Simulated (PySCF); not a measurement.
Be(F)(NH2) (BeFH2N), SMILES [NH2][Be][F]. Atoms are numbered in the order given.

```xyz
5

Be     0.0000     0.0000    -0.1002
F      0.0000     0.0000    -1.4927
N      0.0000     0.0000     1.4084
H      0.0000    -0.8256     1.9878
H      0.0000     0.8256     1.9878
```
Charge 0, spin multiplicity 1.

Coordinates come from a TPSSh-D3(BJ)/def2-TZVP optimisation. Other conformers were not sampled.

Calculation: PySCF with PBE0/pcJ-1.

Isotropic couplings with Fermi-contact, spin-dipole and both spin-orbit terms, one fixed conformer, no vibrational averaging. Isotopes: 14N, 19F, 1H.

Computed spin–spin coupling constants:
```json
[
 {"pair": "N3–H4", "bonds apart": "1", "J (Hz)": "53.8"},
 {"pair": "N3–H5", "bonds apart": "1", "J (Hz)": "53.8"},
 {"pair": "F2–N3", "bonds apart": "2", "J (Hz)": "-0.4"},
 {"pair": "H4–H5", "bonds apart": "2", "J (Hz)": "-10.3"},
 {"pair": "F2–H4", "bonds apart": "3", "J (Hz)": "0.8"},
 {"pair": "F2–H5", "bonds apart": "3", "J (Hz)": "0.8"}
]
```
